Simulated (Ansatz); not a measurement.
Cost and result for the atomization energy of `CNB(F)[SiH3]` (12 atoms, 11 bonds).

```xyz
12

C    -0.9517   -1.3143    0.6640
N     0.3841   -0.8088    0.8682
B     1.0097    0.2679    0.2515
F     2.2780    0.5286    0.6314
Si    0.2156    1.4919   -1.1631
H    -1.4583   -0.7133   -0.0902
H    -0.9378   -2.3516    0.3169
H    -1.5414   -1.2697    1.5844
H     0.9245   -1.3167    1.5555
H    -1.1917    1.1606   -1.5249
H     1.0297    1.4229   -2.4087
H     0.2392    2.9026   -0.6850
```

Charge 0, multiplicity 1. Geometry: relaxed with PBE0-D4/def2-TZVP. It is one conformer, not always the lowest. Program: Ansatz. All runs use 4 threads of an Arm Neoverse V2 on a shared host. Times are those of one run each, without the atoms' runs, and a repeat can differ threefold. Electronic energies, without spin–orbit coupling; frozen cores. CCSD(T)/CBS adds CCSD(T) − MP2 in def2-TZVPP to the MP2 limit, and its time is that of the two runs behind it. T1 = 0.013. B3LYP takes the VWN-RPA correlation (the form of Gaussian; ORCA's B3LYP/G).

CCSD(T)/CBS is a level of theory with its own doubt, some kJ/mol a heavy atom from the limit and from the frozen cores, so smaller differences don't rank the functionals.

```csv
level,functions,wall time
PBE-D4/def2-TZVPP (with forces),264,2.4 s
PBE0-D4/def2-TZVPP,264,2.7 s
r2SCAN-D4/def2-TZVPP (with forces),264,4.2 s
B3LYP-D4/def2-TZVPP (with forces),264,4.2 s
B2PLYP/def2-TZVPP,264,4.9 s
ωB97X-V/def2-TZVPP,264,7.5 s
ωB97M-V/def2-TZVPP (with forces),264,11 s
MP2/def2-QZVPP,508,23 s
CCSD(T)/def2-TZVPP,264,2.9 min
CCSD(T)/CBS(def2),–,3.2 min
```

Q: What atomization energy does each give, and how far from CCSD(T)/CBS? (An estimate is asked.)

A: Ansatz gave: 
| level | atomization (kcal/mol) | difference from CCSD(T)/CBS | per bond |
| --- | --- | --- | --- |
| PBE-D4/def2-TZVPP (with forces) | 1069.3 | 18.2 | 1.7 |
| PBE0-D4/def2-TZVPP | 1053.3 | 2.2 | 0.2 |
| r2SCAN-D4/def2-TZVPP (with forces) | 1054.6 | 3.5 | 0.3 |
| B3LYP-D4/def2-TZVPP (with forces) | 1057.1 | 6.0 | 0.5 |
| B2PLYP/def2-TZVPP | 1044.1 | -7.0 | -0.6 |
| ωB97X-V/def2-TZVPP | 1058.1 | 7.0 | 0.6 |
| ωB97M-V/def2-TZVPP (with forces) | 1057.0 | 5.9 | 0.5 |
| MP2/def2-QZVPP | 1052.4 | 1.3 | 0.1 |
| CCSD(T)/def2-TZVPP | 1025.2 | -25.9 | -2.4 |
| CCSD(T)/CBS(def2) | 1051.1 | 0.0 | 0.0 |

The D4 term adds +8.3 kcal/mol with B3LYP and +4.4 kcal/mol with PBE0; it sums over pairs of atoms, weighted by their polarisabilities, and B3LYP, whose exchange is more repulsive, gets the larger term. In def2-TZVPP, CCSD(T) changes the Hartree–Fock value by +240.1 kcal/mol (the triples alone add +13.0 kcal/mol) and MP2 by +251.9 kcal/mol; breaking electron pairs costs correlation energy, which Hartree–Fock lacks. From PBE to PBE0 (25 % exact exchange), in def2-TZVPP and without D4, the atomization energy moves by −15.3 kcal/mol: exact exchange takes away binding that semilocal exchange gives to molecules.
